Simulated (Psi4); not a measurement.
Approach curve of the dimer CH4 ··· CHN (SMILES C and C#N). Monomers: optimised at B3LYP-D3(BJ) (def2-TZVP), held rigid. Orientation: lowest of the rigid-body minima from ten starts at GFN2-xTB. R is the distance of the centres of mass, along which the second monomer moves.

- PBE/def2-TZVP, counterpoise-corrected (Psi4)
- PBE-D3(BJ)/def2-TZVP, counterpoise-corrected (Psi4)
- SAPT0/jun-cc-pVDZ, frozen core (Psi4)

Interaction energies in kcal/mol; the last columns give the difference from SAPT0:

```json
[
 {"R / Å": "3.17", "PBE/def2-TZVP": "2.62", "PBE-D3(BJ)/def2-TZVP": "1.58", "SAPT0/jun-cc-pVDZ": "2.59", "PBE/def2-TZVP − SAPT0/jun-cc-pVDZ": "0.04", "PBE-D3(BJ)/def2-TZVP − SAPT0/jun-cc-pVDZ": "-1.00"},
 {"R / Å": "3.44", "PBE/def2-TZVP": "0.61", "PBE-D3(BJ)/def2-TZVP": "-0.26", "SAPT0/jun-cc-pVDZ": "0.54", "PBE/def2-TZVP − SAPT0/jun-cc-pVDZ": "0.07", "PBE-D3(BJ)/def2-TZVP − SAPT0/jun-cc-pVDZ": "-0.79"},
 {"R / Å": "3.61", "PBE/def2-TZVP": "0.05", "PBE-D3(BJ)/def2-TZVP": "-0.70", "SAPT0/jun-cc-pVDZ": "-0.01", "PBE/def2-TZVP − SAPT0/jun-cc-pVDZ": "0.06", "PBE-D3(BJ)/def2-TZVP − SAPT0/jun-cc-pVDZ": "-0.69"},
 {"R / Å": "3.80", "PBE/def2-TZVP": "-0.24", "PBE-D3(BJ)/def2-TZVP": "-0.88", "SAPT0/jun-cc-pVDZ": "-0.28", "PBE/def2-TZVP − SAPT0/jun-cc-pVDZ": "0.05", "PBE-D3(BJ)/def2-TZVP − SAPT0/jun-cc-pVDZ": "-0.60"},
 {"R / Å": "4.04", "PBE/def2-TZVP": "-0.36", "PBE-D3(BJ)/def2-TZVP": "-0.87", "SAPT0/jun-cc-pVDZ": "-0.38", "PBE/def2-TZVP − SAPT0/jun-cc-pVDZ": "0.02", "PBE-D3(BJ)/def2-TZVP − SAPT0/jun-cc-pVDZ": "-0.49"},
 {"R / Å": "4.17", "PBE/def2-TZVP": "-0.36", "PBE-D3(BJ)/def2-TZVP": "-0.81", "SAPT0/jun-cc-pVDZ": "-0.38", "PBE/def2-TZVP − SAPT0/jun-cc-pVDZ": "0.01", "PBE-D3(BJ)/def2-TZVP − SAPT0/jun-cc-pVDZ": "-0.43"},
 {"R / Å": "4.47", "PBE/def2-TZVP": "-0.31", "PBE-D3(BJ)/def2-TZVP": "-0.63", "SAPT0/jun-cc-pVDZ": "-0.31", "PBE/def2-TZVP − SAPT0/jun-cc-pVDZ": "0.00", "PBE-D3(BJ)/def2-TZVP − SAPT0/jun-cc-pVDZ": "-0.32"},
 {"R / Å": "4.77", "PBE/def2-TZVP": "-0.23", "PBE-D3(BJ)/def2-TZVP": "-0.46", "SAPT0/jun-cc-pVDZ": "-0.24", "PBE/def2-TZVP − SAPT0/jun-cc-pVDZ": "0.01", "PBE-D3(BJ)/def2-TZVP − SAPT0/jun-cc-pVDZ": "-0.22"},
 {"R / Å": "5.28", "PBE/def2-TZVP": "-0.13", "PBE-D3(BJ)/def2-TZVP": "-0.25", "SAPT0/jun-cc-pVDZ": "-0.14", "PBE/def2-TZVP − SAPT0/jun-cc-pVDZ": "0.02", "PBE-D3(BJ)/def2-TZVP − SAPT0/jun-cc-pVDZ": "-0.11"},
 {"R / Å": "5.98", "PBE/def2-TZVP": "-0.05", "PBE-D3(BJ)/def2-TZVP": "-0.11", "SAPT0/jun-cc-pVDZ": "-0.07", "PBE/def2-TZVP − SAPT0/jun-cc-pVDZ": "0.02", "PBE-D3(BJ)/def2-TZVP − SAPT0/jun-cc-pVDZ": "-0.04"},
 {"R / Å": "7.03", "PBE/def2-TZVP": "-0.02", "PBE-D3(BJ)/def2-TZVP": "-0.04", "SAPT0/jun-cc-pVDZ": "-0.03", "PBE/def2-TZVP − SAPT0/jun-cc-pVDZ": "0.01", "PBE-D3(BJ)/def2-TZVP − SAPT0/jun-cc-pVDZ": "-0.01"},
 {"R / Å": "8.28", "PBE/def2-TZVP": "-0.01", "PBE-D3(BJ)/def2-TZVP": "-0.01", "SAPT0/jun-cc-pVDZ": "-0.01", "PBE/def2-TZVP − SAPT0/jun-cc-pVDZ": "0.00", "PBE-D3(BJ)/def2-TZVP − SAPT0/jun-cc-pVDZ": "0.00"}
]
```

PBE/def2-TZVP is furthest from SAPT0/jun-cc-pVDZ at 3.44 (0.07 kcal/mol, above); its mean absolute difference over the points is 0.03 kcal/mol.

PBE-D3(BJ)/def2-TZVP is furthest from SAPT0/jun-cc-pVDZ at 3.17 (-1.00 kcal/mol, below); its mean absolute difference over the points is 0.39 kcal/mol.
